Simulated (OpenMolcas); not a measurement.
**Ionisation energies of manganese**

```
Program             : OpenMolcas 26.06
Basis               : ANO-R2 [7s4p4d2f1g]
Scalar Hamiltonian  : X2C, finite nucleus
Spin-orbit coupling : RASSI with atomic mean-field integrals over the reference wave functions, term energies averaged over their components
```

Active shells in each charge state: the valence d, s shells, with orbitals averaged over the low states. Where CASPT2's correlated closed shells are named, they are those of the first ion.

A. CASSCF
B. SS-CASPT2, IPEA 0.25 Eh, imaginary shift 0.1 Eh (closed shells correlated: 3s 3p)
C. SS-CASPT2, IPEA 0.25 Eh, imaginary shift 0.1 Eh (closed shells correlated: 2s 2p 3s 3p)
D. SS-CASPT2, IPEA 0 Eh, imaginary shift 0.1 Eh (closed shells correlated: 3s 3p)

Energies in eV between the lowest computed levels, named as in B; reference values from the NIST Atomic Spectra Database with their kind.

```
             From               To       A       B       C       D  Spin-orbit share in B          Reference
Mn 3d5 4s2 6S 5/2   Mn+ 3d5 4s 7S3   3.811   8.282   8.282   8.489                 +0.000   7.434 (measured)
   Mn+ 3d5 4s 7S3  Mn2+ 3d5 6S 5/2  14.869  15.707  15.708  15.793                 +0.000  15.640 (measured)
```

Error against the reference values, in %:

```tsv
From	Reference	A	B	C	D
Mn	measured	-48.7	+11.4	+11.4	+14.2
Mn+	measured	-4.9	+0.4	+0.4	+1.0
```

Mean absolute error over the 2 measured values: A 2.20 eV, B 0.46 eV, C 0.46 eV, D 0.60 eV.

The lowest level within the active space need not be the ion's true ground level.
